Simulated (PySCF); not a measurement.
Gas-phase reaction: 2 B(OCH3)3 ⇌ B2O + 4 CH2OH + CH3OCH3

Energies from PySCF, thermal terms from the rigid-rotor harmonic-oscillator model, ideal gas at 1 bar. † marks an energy on the PBE0/def2-TZVP geometry and frequencies; other levels use their own. MP2 freezes the core. 6-31G* has spherical d functions here. Open shells (unrestricted): CH2OH (multiplicity 2); the rest are closed-shell singlets. B3LYP is the form with VWN-RPA correlation. MP2 isn't extrapolated to the basis-set limit. Strong static correlation: B2O.

```json
[
 {"level": "B3LYP/6-31G*", "ΔH°(298 K), kJ": "1802"},
 {"level": "BLYP/def2-TZVP†", "ΔH°(298 K), kJ": "___"},
 {"level": "MP2/def2-TZVPP†", "ΔH°(298 K), kJ": "___"},
 {"level": "PBE0/def2-SVP†", "ΔH°(298 K), kJ": "1799"},
 {"level": "PBE0/def2-TZVP", "ΔH°(298 K), kJ": "1718"},
 {"level": "r2SCAN/def2-TZVP†", "ΔH°(298 K), kJ": "1718"},
 {"level": "ωB97M-V/def2-TZVP†", "ΔH°(298 K), kJ": "___"},
 {"level": "ωB97X-V/def2-TZVP†", "ΔH°(298 K), kJ": "___"}
]
```

Task: Fill in the missing entries.

Result: 
- BLYP/def2-TZVP†, ΔH°(298 K), kJ: 1612
- MP2/def2-TZVPP†, ΔH°(298 K), kJ: 1791
- ωB97M-V/def2-TZVP†, ΔH°(298 K), kJ: 1735
- ωB97X-V/def2-TZVP†, ΔH°(298 K), kJ: 1749
